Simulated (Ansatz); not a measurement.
Relaxation of C$_{3}$H$_{9}$NSi (14 atoms, charge 0, multiplicity 1), to a largest force component of 0.015 eV/Å in at most 40 steps.

Method: RKS B3LYP/def2-SVP (Ansatz).

```xyz
14
Properties=species:S:1:pos:R:3:forces:R:3
C -1.397 1.354 0.288 -1.61 2.50 -0.30
C -0.373 0.352 0.074 0.02 -1.11 -1.36
C 0.761 0.399 1.030 0.98 0.36 1.75
N -0.459 -0.469 -0.905 1.97 -0.06 1.32
Si -1.654 -0.535 -2.113 -0.11 0.67 -0.22
H -1.874 1.303 1.274 0.05 -0.01 0.29
H -0.977 2.397 0.186 -0.14 -0.61 0.27
H -2.200 1.306 -0.474 0.14 -0.01 0.37
H 0.661 1.230 1.803 -0.06 -0.74 -0.83
H 1.730 0.575 0.527 -0.14 -0.24 -0.08
H 0.843 -0.540 1.624 0.05 0.17 -0.39
H -1.751 0.827 -2.740 -0.16 -0.20 -0.28
H -2.877 -0.833 -1.391 -1.03 -0.31 -0.02
H -1.320 -1.558 -3.090 0.03 -0.41 -0.52
```

Q: Where does it end, and by what steps?

A: It converged. The force dipped under the threshold on the way, but the program's further checks kept it going. After 35 steps the energy has fallen by 0.484 eV; H12 moved furthest, 1.28 Å.

```tsv
step	energy less start (eV)	largest force component (eV/Å)	accepted
0	0.0000	2.503	yes
2	-0.3061	2.390	no
4	-0.3942	0.194	yes
6	-0.4001	0.079	yes
8	-0.4112	0.036	yes
10	-0.4143	0.412	no
12	-0.4258	0.265	yes
14	-0.4425	0.254	no
16	-0.4562	0.139	yes
18	-0.4624	0.170	yes
20	-0.4702	0.093	yes
22	-0.4793	0.123	yes
24	-0.4829	0.039	yes
26	-0.4838	0.040	yes
28	-0.4840	0.010	yes
30	-0.4842	0.013	yes
32	-0.4843	0.016	yes
34	-0.4843	0.029	yes
35	-0.4843	0.007	yes
```

```xyz
14
Properties=species:S:1:pos:R:3
C -1.608 1.172 0.690
C -0.405 0.485 0.067
C 0.859 0.548 0.901
N -0.388 -0.111 -1.056
Si -1.548 -0.427 -2.314
H -1.830 0.729 1.676
H -1.385 2.237 0.870
H -2.504 1.100 0.060
H 1.145 1.596 1.093
H 1.679 0.035 0.382
H 0.697 0.079 1.887
H -1.023 0.180 -3.570
H -2.945 0.089 -2.107
H -1.631 -1.906 -2.487
```

Whether the end is a true minimum wasn't checked by a vibrational analysis.

Run time: 2.2 min on 2 threads of Arm Neoverse V1, on a shared host, peak memory 0.28 GiB.
